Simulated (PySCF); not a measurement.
# As⁺: ionisation energy

As⁺ [Ar] 3d10 4s2 4p2 (3P) → As²⁺ [Ar] 3d10 4s2 4p1 (2P), as a difference of total energies. All numbers are calculated (PySCF 2.14, the spin-free X2C one-electron Hamiltonian (Gaussian nucleus), in x2c-TZVPall (6s5p4d1f, 48 functions)). Correlated levels: valence: [Ar] 3d10 frozen. The calculations carry no spin-orbit coupling.

Q: Order these methods by the ionisation energy they give, lowest first.
A. SCS-MP2 (valence)
B. MP2 (valence)
C. CCSD(T) (valence)
D. CCSD (valence)

A: A (18.240 eV), B (18.313 eV), D (18.348 eV), C (18.372 eV).

The reference lies between the lowest fine-structure levels, while these numbers refer to the centres of the terms.

Errors of the correlated levels include the incompleteness of this basis and the frozen core.

For comparison: 18.589 eV (measured; NIST Atomic Spectra Database, ionization energies).
